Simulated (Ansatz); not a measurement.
The first iterations of a band of Cl₂H₂OSn (6 atoms, charge 0, multiplicity 1).

Computed with Ansatz 0.2.0, RKS PBE/def2-SVP.

* movable images: 5
* climbing image: yes
* spring: 5.0 eV/Å²
* optimiser: quadratic models (default)
* start path: through a guess of the saddle point
* force threshold: 0.05 eV/Å
* iteration limit: 60
* end points: relaxed

First end point:

```xyz
6
Properties=species:S:1:pos:R:3
Sn 0.193 -0.082 0.486
H -0.203 0.138 2.139
O 2.163 -0.346 0.369
H 2.437 -0.484 -0.560
Cl -0.423 1.776 -0.838
Cl -0.897 -1.956 -0.456
```

Last end point:

```xyz
6
Properties=species:S:1:pos:R:3
Sn -0.850 0.308 0.430
H 1.702 -0.463 1.727
O 1.543 -0.042 0.858
H 1.519 -0.810 0.226
Cl -0.367 1.870 -1.353
Cl -0.277 -1.815 -0.748
```

| iteration | highest image above the first end (eV) | largest band force component (eV/Å) |
| --- | --- | --- |
| 1 | 2.115 | 9.655 |
| 2 | 1.743 | 1.295 |
| 3 | 1.436 | 1.436 |

**Question.** Does the band converge within its limit, and where does its top end?

**Answer.** The forces met the threshold. It ended after 10 iterations with the highest image 1.445 eV above the first end. Neighbouring images differ by up to 1.8 eV, so the band resolves the path poorly. A vibrational analysis at the climbing image gives one clearly imaginary mode, 1017i cm⁻¹: a first-order saddle point. The orbitals stay closed-shell, which can raise the energy where a bond breaks towards radicals; this wasn't checked here.

The run took 77 s on 2 threads of Arm Neoverse V1 (shared host), peak memory 0.13 GiB.
